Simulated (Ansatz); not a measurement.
Isolated molecules relaxed with PBE0-D4/def2-TZVP in Ansatz; ΔE leaves out vibrations. CCSD(T)/CBS adds triple-zeta CCSD(T) − MP2 to the extrapolated MP2 energy (def2 sets, frozen cores). This one scheme is used for every species. Functionals use def2-TZVPP. B3LYP here is the variant with VWN-RPA as its local correlation; programs differ in this. One conformer a species, not always the lowest.

Consider the silylene loss: `OB([SiH3])OCF` → `OBOCF` + `[SiH2]`.

```tsv
level	ΔE (kJ/mol)
PBE-D4	216.9
B3LYP-D4	201.4
PBE0	213.4
B3LYP	188.4
SCS-MP2/def2-TZVPP	200.3
CCSD(T)/def2-TZVPP	199.1
MP2/def2-QZVPP	215.4
HF/CBS(def2)	175.5
```

**Question.** What does CCSD(T)/CBS give? (Best estimate.)

**Answer.** Ansatz gave: +204.8 kJ/mol. The listed levels differ from it by 12.1, -3.4, 8.6, -16.4, -4.5, -5.7, 10.6, -29.3 kJ/mol.

Largest T1 diagnostic among the species: 0.014.

From PBE to PBE0 (25 % exact exchange), in def2-TZVPP and without D4, ΔE moves by +4.6 kJ/mol. In def2-TZVPP, CCSD(T) changes the Hartree–Fock value by +23.6 kJ/mol (the triples alone add +6.2 kJ/mol) and MP2 by +36.6 kJ/mol.
